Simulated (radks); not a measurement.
Numerical settings for the rhenium ion Re2+, [Xe] 4f14 5d5. Method: scalar-relativistic Kohn-Sham, PBE, spin-polarised, spherical densities, point nucleus; open shells are filled with parallel spins first (spin-orbit coupling, left out, can overturn this in heavy ions); computed with a radial shooting solver on a logarithmic mesh with Libxc functionals. The defaults (mesh step 0.008 in ln r, mesh end at 40 bohr or more with all orbitals vanishing there, Anderson mixing 0.5 over 9 steps, residual threshold near 1e-9 with the energy settled to 1e-9 hartree or 1e-11 of itself, here a cap of 51 iterations) give E = -16691.451 hartree and 5d at -22.684 eV in 15 iterations. Run on one thread of a shared host, so times are rough (Intel(R) Xeon(R) Platinum 8559C): 0.29 s of CPU time, 0.29 s wall, 15 iterations on 2541 mesh points. Changes against that run (0 stands for a change within the tolerance of the run):

| setting | iterations | converged | E (mhartree) | e(5d) (meV) | CPU (s) |
|---|---|---|---|---|---|
| mesh step in ln r 0.2 | 4 | no | diverged | - | 0.01 |
| mesh step in ln r 0.03 | 15 | yes | -0.00233 | 0 | 0.09 |
| mesh step in ln r 0.012 | 15 | yes | 0 | 0 | 0.2 |
| mesh end (bohr) 8 | 15 | yes | +0.0219 | +1.51 | 0.29 |
| mesh end (bohr) 1 | 14 | level above zero | +2.25e+05 | +6.18e+05 | 0.22 |
| residual threshold 1e-13 | 22 | yes | 0 | 0 | 0.35 |
| residual threshold 0.001 | 11 | yes | 0 | -0.345 | 0.24 |
| mixing 0.05 | 19 | yes | 0 | 0 | 0.38 |
| linear mixing, mixing 0.05 | 51 | no | -25.2 | -632 | 0.98 |
| linear mixing, mixing 0.5 | 30 | yes | 0 | 0 | 0.45 |
| mixing history 2 | 22 | yes | 0 | 0 | 0.38 |
| iteration cap 5 | 5 | no | +11.4 | +569 | 0.12 |

Settled on a wrong energy, with an occupied level pushed above zero by the early mesh end: mesh end (bohr) 1 (+225 hartree). Apart from these: no run marked as converged misses the energy by more than 1 mhartree. A mesh that ends early acts as a hard wall.
